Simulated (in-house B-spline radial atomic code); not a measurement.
Configurations of the chlorine ion Cl³⁺, with energies counted from [Ne] 3s2 3p2. Level of theory: scalar-relativistic (X2C) r2SCAN0, spin-polarised, spherical fractional occupations, exact exchange averaged over the configuration, Fermi nucleus of rms radius 3.3654 fm; calculated with an all-electron radial atomic-structure program (B-spline basis). Shells without spins written out take the highest spin.

Occupations are held fixed; configurations that lie above the ionisation limit could autoionise.

```tsv
configuration	E - E(ref) (eV)	highest orbital	its <r> (bohr)
[Ne] 3s1 3p2 3d1	28.263	3d up	1.736
[He] 2s2 2p5 3s2 3p2 3d1	222.66	3d up	1.593
[He] 2s2 2p5 3s2 3p2 4d1	242.19	4d up	4.039
[He] 2s2 2p5 3s2 3p2 4f1	245.61	4f up	4.237
```

(1) Order these further configurations by energy, lowest first.
A. [Ne] 3s2 3p1 4d1
B. [Ne] 3s2 3p1 3d1
C. [He] 2s2 2p5 3s2 3p3
D. [Ne] 3s2 3p1 4f1
E. [Ne] 3s1 3p2 4s1

Results:

(1) B (20.405 eV), E (36.198 eV), A (36.836 eV), D (39.544 eV), C (200.72 eV).
